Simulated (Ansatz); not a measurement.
`[SnH3][CH2][SnH3]` + `CCO` → `CC[O][SnH3]` + `[CH3][SnH3]` at 400 K and 1 bar (ligand exchange at the Sn–C bond).

Computed with Ansatz on PBE0-D4/def2-TZVP structures; ΔE is electronic, products minus reactants. CBS: MP2 limit from def2 TZ/QZ plus the TZ coupled-cluster correction, frozen cores. Elements past krypton have def2 core potentials. For Sn outer-core shells are correlated without core-valence functions, which leaves a few kJ/mol of doubt a bond. One conformer a species, not always the lowest.

```
            species  CCSD(T)/CBS energy (Eh)  H − E (kJ/mol)  S (J/(mol·K))
`[SnH3][CH2][SnH3]`               -470.86997           210.5          420.1
              `CCO`               -154.88256           231.6          290.7
      `CC[O][SnH3]`               -370.09955           269.3          391.1
      `[CH3][SnH3]`               -255.66383           170.6          309.1
```

H − E and S are ideal-gas, rigid-rotor, harmonic terms from PBE0-D4/def2-TZVP, for one conformer and one mirror image of each species. 1 Eh = 2625.50 kJ/mol, R = 8.31446 J/(mol·K).

Question: By hand: ΔE, ΔH, ΔS and ΔG.

Answer: ΔE = (-370.09955) + (-255.66383) − (-470.86997) − (-154.88256) = -0.01085 Eh = -28.5 kJ/mol. Δ(H − E) = 269.3 + 170.6 − 210.5 − 231.6 = -2.2, so ΔH = -30.7 kJ/mol. ΔS = 391.1 + 309.1 − 420.1 − 290.7 = -10.6 J/(mol·K). ΔG = -30.7 − 400 × (-10.6)/1000 = -26.5 kJ/mol.

Question: By hand: the equilibrium constant, and the temperature at which ΔG would vanish if ΔH and ΔS stayed fixed.

Answer: log₁₀ K = −ΔG/(RT ln 10) = 3.5. ΔG = 0 at ΔH/ΔS = 2896 K, far beyond where these terms or the molecules hold.

The number of gas molecules stays the same, so ΔS is small and ΔH decides. A doubt of 5 kJ/mol in ΔE shifts log₁₀ K by 0.7 here. Other conformers and mirror images would add mixing entropy, several J/(mol·K) or more a flexible species. Modes under 60 cm⁻¹, often nearly free rotors, make the harmonic entropy too high. These are equilibria of isolated gas molecules and say nothing of rates. Largest T1 diagnostic: 0.013 (customary marks: 0.02 for closed shells, 0.045 for open ones).
